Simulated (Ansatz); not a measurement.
**A basis-limit estimate, worked out**

An elementary step of Si₄H₁₁F, closed shell (Si₄H₁₀ ([SiH3][SiH]([SiH3])[SiH3]) + HF → Si₃H₈ ([SiH3][SiH2][SiH3]) + SiH₃F ([F][SiH3]); bonds formed: Si1–H6, Si2–F7; bonds broken: Si1–Si2, H6–F7). “Start” is the structure reached by relaxing down from the saddle towards the reactants; PBE0-D4/def2-TZVP structures. The saddle:

Si1  (-0.167, 0.636, 0.127)
Si2  (1.747, -0.683, 1.298)
Si3  (-0.434, 1.318, -2.106)
Si4  (-1.919, -0.812, 0.666)
H5  (-0.124, 1.835, 1.006)
H6  (1.398, -0.078, -0.385)
F7  (2.416, -0.694, -0.528)
H8  (3.058, -0.137, 1.714)
H9  (0.841, -0.248, 2.418)
H10  (1.575, -2.151, 1.259)
H11  (-1.799, 1.880, -2.304)
H12  (0.572, 2.355, -2.454)
H13  (-0.258, 0.145, -3.001)
H14  (-1.950, -1.909, -0.337)
H15  (-1.752, -1.389, 2.025)
H16  (-3.205, -0.067, 0.602)
(Å)

Program: Ansatz 0.2.0. Basis: def2-TZVPP and def2-QZVPP. Cores are frozen in the correlated methods.

Energies in eV:

| quantity | saddle | start |
| --- | --- | --- |
| Hartree–Fock, triple zeta (X = 3) | -34328.70811 | -34331.15307 |
| Hartree–Fock, quadruple zeta (X = 4) | -34329.81317 | -34332.24520 |
| MP2 correlation, X = 3 | -22.24890 | -21.49246 |
| MP2 correlation, X = 4 | -23.98435 | -23.21428 |
| CCSD(T) correlation, X = 3 | -25.38340 | -24.71275 |

(1) Work out the barrier at the basis limit: extrapolate Hartree–Fock as E(X) = E∞ + A exp(−7.88 √X) and the MP2 correlation as E(X) = E∞ + B X^−2.97 (the exponents that Neese and Valeev fitted for def2-TZVPP and QZVPP), then add CCSD(T) − MP2 in triple zeta.

T1 diagnostic: at most 0.015.

Results:

(1) Each step is linear, so take the differences first (saddle − start): Hartree–Fock 2.44496 (X = 3) and 2.43203 (X = 4); MP2 correlation -0.75644 and -0.77007; CCSD(T) correlation -0.67065.
Two points give E∞ = E(4) + w [E(4) − E(3)], with w = 1/(exp(7.88 (2 − √3)) − 1) = 0.1377 for Hartree–Fock and w = 1/((4/3)^2.97 − 1) = 0.7407 for the correlation.
Hartree–Fock: 2.43203 + 0.1377 × (-0.01293) = 2.4302 eV.
MP2 correlation: -0.77007 + 0.7407 × (-0.01363) = -0.7802 eV.
CCSD(T) − MP2: -0.67065 − (-0.75644) = 0.0858 eV.
Sum: 2.4302 + (-0.7802) + 0.0858 = 1.7358 eV, or 40.03 kcal/mol. Plain CCSD(T) in triple zeta gives 1.7743 eV, so the larger basis shifts the result by -0.0385 eV.

Labels in which every atom is bracketed show which atoms are joined, not bond orders.

For scale, one of the runs: CCSD(T)/def2-TZVPP, 353 basis functions, launched by `ansatz run in.yaml --threads 4 --pin off --events-out ev --progress --plain --max-ram 63488MiB --backend cuda --devices 0, --max-vram 37GiB`. Time: 6 s of wall clock on 4 CPU threads of an AMD EPYC 7R13 and a share of one NVIDIA H100; the host was shared. Peak host memory: 0.84 GiB.
